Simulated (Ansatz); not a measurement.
Geometry optimisation, RKS LDA/def2-mTZVP (Ansatz).

The input (input.yaml):

```yaml
crystal:
  periodic: [false, false, false]
  atoms:
    - { symbol: Si, position_ang: [0.120152, -0.067216, 0.389335] }
    - { symbol: H, position_ang: [1.507188, -0.465787, 0.206978] }
    - { symbol: C, position_ang: [-0.819354, -1.647827, 0.714572] }
    - { symbol: C, position_ang: [-0.507488, 0.863875, -1.091609] }
    - { symbol: H, position_ang: [0.079573, 0.817333, 1.601098] }
    - { symbol: H, position_ang: [2.437908, 1.203748, 0.0739] }
    - { symbol: F, position_ang: [2.155795, 2.073157, -0.045455] }
    - { symbol: H, position_ang: [-0.774725, -2.330668, -0.149153] }
    - { symbol: H, position_ang: [-1.881025, -1.450056, 0.933093] }
    - { symbol: H, position_ang: [-0.402584, -2.189866, 1.579667] }
    - { symbol: H, position_ang: [-0.016001, 1.845947, -1.157597] }
    - { symbol: H, position_ang: [-0.304042, 0.326202, -2.031765] }
    - { symbol: H, position_ang: [-1.595197, 1.021157, -1.023264] }
basis:
  gaussian: { orbitals: def2-mTZVP }
hamiltonian:
  xc: lda
relax:
  f_tol: 0.03
  max_steps: 50
```

Launched with:

```bash
$ ansatz run input.yaml --threads 2 --pin off --max-ram 3072MiB --backend cpu --events-out ev --progress --plain --runs-dir out
```

Where does it end, and by what steps?

The run converged. The force dipped under the threshold on the way, but the program's further checks kept it going. After 17 steps the energy has fallen by 0.147 eV; F7 moved furthest, 0.72 Å.

```
step  energy less start (eV)  largest force component (eV/Å)  accepted
   0                  0.0000                           1.392       yes
   1                 -0.0264                           2.291       yes
   2                 -0.0905                           1.113       yes
   3                 -0.0972                           0.677       yes
   4                 -0.0609                           1.741        no
   5                 -0.1274                           0.311       yes
   6                 -0.1365                           0.136       yes
   7                 -0.1377                           0.335       yes
   8                 -0.1431                           0.170       yes
   9                 -0.1432                           0.118       yes
  10                 -0.1417                           0.276        no
  11                 -0.1446                           0.064       yes
  12                 -0.1456                           0.023       yes
  13                 -0.1462                           0.091       yes
  14                 -0.1463                           0.110       yes
  15                 -0.1465                           0.140       yes
  16                 -0.1466                           0.104       yes
  17                 -0.1470                           0.009       yes
```

```xyz
13
Properties=species:S:1:pos:R:3
Si -0.022 0.023 0.552
H 1.493 -0.146 0.538
C -0.758 -1.680 0.680
C -0.513 0.939 -0.988
H -0.308 0.832 1.781
H 2.169 0.997 -0.144
F 2.536 1.770 -0.577
H -0.488 -2.298 -0.192
H -1.859 -1.630 0.724
H -0.412 -2.206 1.583
H 0.028 1.896 -1.065
H -0.269 0.355 -1.890
H -1.595 1.147 -1.003
```

Time of the run: 16 s on 2 threads of AMD EPYC 9R14 (Zen 4), with other jobs on the host, peak memory 0.21 GiB.
